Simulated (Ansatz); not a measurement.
Cost and result for the atomization energy of B₂Cl₂H₄ (`[BH2-]1[Cl+][BH2-][Cl+]1`) (8 atoms, 8 bonds).

Total charge 0; spin multiplicity 1. Geometry: relaxed with PBE0-D4/def2-TZVP. Program: Ansatz. Hardware: A = 2 threads of an AMD EPYC 7R13 on a shared host; B = 2 threads of an AMD EPYC 7R13 on a shared host and a share of an NVIDIA H100 80 GB. Times are those of one run each, without the atoms' runs, and a repeat can differ threefold. Electronic energies, without spin–orbit coupling; frozen cores. CCSD(T)/CBS extrapolates def2-TZVPP and def2-QZVPP, and its time is that of the two runs behind it. T1 = 0.009. HSE06 is the plane-wave form, built on full-range PBE exchange.

CCSD(T)/CBS is a level of theory with its own doubt, some kJ/mol a heavy atom from the limit and from the frozen cores, so smaller differences don't rank the functionals.

```tsv
level	functions	wall time
CCSD(T)/def2-SVP [A]	84	1.9 s
CCSD(T)/def2-TZVPP [B]	202	2.2 s
HSE06-D4/def2-TZVPP [A]	202	3.1 s
CAM-B3LYP-D4/def2-TZVPP [A]	202	3.2 s
BHLYP-D4/def2-TZVPP [A]	202	3.4 s
r2SCAN-D4/def2-TZVPP (with forces) [A]	202	4.5 s
r2SCANh-D4/def2-TZVPP [A]	202	4.7 s
PBE-QIDH/def2-TZVPP [A]	202	4.8 s
ωB97X-V/def2-TZVPP [A]	202	6.5 s
B97M-V/def2-TZVPP [A]	202	7.5 s
ωB97M-V/def2-TZVPP (with forces) [A]	202	9.6 s
CCSD(T)/def2-QZVPP [B]	374	12 s
CCSD(T)/CBS(def2)	–	14 s
```

(1) What atomization energy does each give, and how far from CCSD(T)/CBS? (Best estimate.)

## Answers

(1) Computed: 
```json
{"level": "CCSD(T)/def2-SVP [A]", "atomization (kJ/mol)": "2410.0", "difference from CCSD(T)/CBS": "-107.3", "per bond": "-13.4"}
{"level": "CCSD(T)/def2-TZVPP [B]", "atomization (kJ/mol)": "2465.8", "difference from CCSD(T)/CBS": "-51.5", "per bond": "-6.4"}
{"level": "HSE06-D4/def2-TZVPP [A]", "atomization (kJ/mol)": "2558.0", "difference from CCSD(T)/CBS": "40.7", "per bond": "5.1"}
{"level": "CAM-B3LYP-D4/def2-TZVPP [A]", "atomization (kJ/mol)": "2531.4", "difference from CCSD(T)/CBS": "14.1", "per bond": "1.8"}
{"level": "BHLYP-D4/def2-TZVPP [A]", "atomization (kJ/mol)": "2480.0", "difference from CCSD(T)/CBS": "-37.3", "per bond": "-4.7"}
{"level": "r2SCAN-D4/def2-TZVPP (with forces) [A]", "atomization (kJ/mol)": "2567.0", "difference from CCSD(T)/CBS": "49.7", "per bond": "6.2"}
{"level": "r2SCANh-D4/def2-TZVPP [A]", "atomization (kJ/mol)": "2556.8", "difference from CCSD(T)/CBS": "39.5", "per bond": "4.9"}
{"level": "PBE-QIDH/def2-TZVPP [A]", "atomization (kJ/mol)": "2544.9", "difference from CCSD(T)/CBS": "27.6", "per bond": "3.5"}
{"level": "ωB97X-V/def2-TZVPP [A]", "atomization (kJ/mol)": "2538.4", "difference from CCSD(T)/CBS": "21.1", "per bond": "2.6"}
{"level": "B97M-V/def2-TZVPP [A]", "atomization (kJ/mol)": "2551.1", "difference from CCSD(T)/CBS": "33.8", "per bond": "4.2"}
{"level": "ωB97M-V/def2-TZVPP (with forces) [A]", "atomization (kJ/mol)": "2555.9", "difference from CCSD(T)/CBS": "38.6", "per bond": "4.8"}
{"level": "CCSD(T)/def2-QZVPP [B]", "atomization (kJ/mol)": "2495.8", "difference from CCSD(T)/CBS": "-21.5", "per bond": "-2.7"}
{"level": "CCSD(T)/CBS(def2)", "atomization (kJ/mol)": "2517.3", "difference from CCSD(T)/CBS": "0.0", "per bond": "0.0"}
```

At CCSD(T), def2-SVP lies −107.3 kJ/mol from the extrapolated value and def2-TZVPP −51.6 kJ/mol: correlation converges slowly with the basis, and small sets miss more of it in the bonded molecule than in its fragments. From BLYP to BHLYP (50 % exact exchange), in def2-TZVPP and without D4, the atomization energy moves by −5.7 kJ/mol: exact exchange takes away binding that semilocal exchange gives to molecules. In def2-TZVPP, CCSD(T) changes the Hartree–Fock value by +521.2 kJ/mol (the triples alone add +39.8 kJ/mol) and MP2 by +578.0 kJ/mol; breaking electron pairs costs correlation energy, which Hartree–Fock lacks.
